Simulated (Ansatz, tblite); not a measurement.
Adding an electron: the cluster Li₂Br₂⁺ (the lowest doublet isomer of a short search). Charge 1, multiplicity 2. Geometry: r2SCAN-D4/def2-TZVP. Ansatz, gas phase; energy differences of separate SCF runs; the reduced species is a singlet (the triplet lies 3.09 eV higher at PBE0-D4/def2-TZVP).

```xyz
4

Li    0.965   -1.634   -0.457
Li   -1.144    1.581   -0.046
Br   -1.038   -0.775    0.736
Br    1.217    0.828   -0.233
```

The xTB rows come from tblite. In the doublet, Br3 and Br4 lie 2.93 Å apart (atoms count from 1), so these atoms are partly bonded to each other. The structure comes from a short search, and lower isomers may exist.

Problem. Estimate orbital energies and vertical electron affinities at: GFN1-xTB; GFN2-xTB; PBE-D4/def2-TZVP; r2SCAN-D4/def2-TZVP; PBE0-D4/def2-TZVP.

Solution. 
```
              level  −HOMO (eV)  −LUMO (eV)  vertical EA (eV)  HOMO–LUMO gap (eV)
           GFN1-xTB           –           –             12.34                   –
           GFN2-xTB           –           –             12.23                   –
   PBE-D4/def2-TZVP       11.01       10.12              7.03                0.89
r2SCAN-D4/def2-TZVP       11.36       10.01              7.12                1.35
  PBE0-D4/def2-TZVP       12.32        9.31              7.20                3.01
```

  HOMO and LUMO are the levels of the spin that leaves or enters (xTB has no such levels and no spin-polarisation term). Other spin states of the ions may lie lower, which would lower the ionisation energy or raise the affinity. Raw xTB energy differences between charge states are shifted by several eV; the methods need an empirical correction for them.
